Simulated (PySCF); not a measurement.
PySCF job for disilazane cation (H₇NSi₂), SMILES [SiH3]N[SiH3] (connectivity only; charge and spin as stated), charge +1, multiplicity 2, B3LYP/pcH-1. Geometry optimised at B3LYP-D3(BJ)/def2-SVP. The multiplicity is an assumed one; other spin states were not compared.

```python
import numpy as np
from pyscf import gto, scf, dft
from pyscf.prop.hfc import uks as hfc
from pyscf.prop.gtensor import uks as gtensor

mol = gto.M(
    atom='''
    Si    1.67535165   -0.00029158    0.15191942
    N     0.00000000   -0.00000000   -0.60175086
    Si   -1.67535165    0.00029158    0.15191942
    H     2.30330532   -1.21479767   -0.43249580
    H     1.45563586   -0.03038670    1.61019205
    H     2.27085930    1.25464440   -0.38140596
    H    -0.00000000   -0.00000000   -1.63406829
    H    -2.30330531    1.21479767   -0.43249581
    H    -2.27085930   -1.25464440   -0.38140596
    H    -1.45563587    0.03038670    1.61019204
    ''',
    basis='pcH-1',
    charge=1,
    spin=1,
    max_memory=1600,
    verbose=3,
)
mf = dft.UKS(mol, xc='b3lyp').density_fit(auxbasis='def2-universal-jkfit')
mf.grids.level = 3
mf.conv_tol = 1e-10
mf.max_cycle = 100
mf.kernel()
fine, coarse = mf.grids, dft.Grids(mol).set(level=1).build(with_non0tab=True)
for _ in range(3):  # follow internal instabilities
    mf.grids = coarse
    mo, _, stable, _ = mf.stability(return_status=True, nroots=4)
    mf.grids = fine
    if stable:
        break
    mf.kernel(mf.make_rdm1(mo, mf.mo_occ))
A = hfc.HFC(mf).make_fcdip(mf.make_rdm1())  # Fermi contact and dipolar terms, MHz
print('atom   A(iso)/MHz   principal dipolar parts/MHz')
for i, a in enumerate(A):
    w = np.linalg.eigvalsh((a + a.T) / 2)
    print(f'{mol.atom_symbol(i):2s}{i + 1:3d} {w.mean():12.2f}', (w - w.mean()).round(2))
gt = gtensor.GTensor(mf)
gt.dia_soc2e, gt.para_soc2e, gt.so_eff_charge = None, None, True
gt.max_cycle_cphf = 60
g = gt.kernel()
```

Program output:

```

WARN: HOMO -0.287509310907666 >= LUMO -0.287509310907666

converged SCF energy = -637.681361011094  <S^2> = 0.75552943  2S+1 = 2.0055218
<class 'pyscf.df.df_jk.DFUKS'> wavefunction is stable in the internal stability analysis
atom   A(iso)/MHz   principal dipolar parts/MHz
Si  1        47.48 [-2.74  0.23  2.51]
N   2        33.62 [-38.98 -38.61  77.59]
Si  3        47.48 [-2.74  0.23  2.51]
H   4       128.65 [-3.98 -1.16  5.14]
H   5        -4.03 [-2.95 -2.5   5.45]
H   6       138.64 [-4.06 -1.05  5.11]
H   7       -55.39 [-43.72 -10.62  54.34]
H   8       128.65 [-3.98 -1.16  5.14]
H   9       138.64 [-4.06 -1.05  5.11]
H  10        -4.03 [-2.95 -2.5   5.45]
SOC(1e)/OZ [ 2.46813246e-03 -1.63316819e-05  5.04630380e-03]
free electron g 2.00231930436182
g-tensor total [2.00469972 2.00214429 2.00725008]
g-shift (ppt) [ 2.38041077 -0.17501925  4.93077473]
```

Self-consistency was reached.
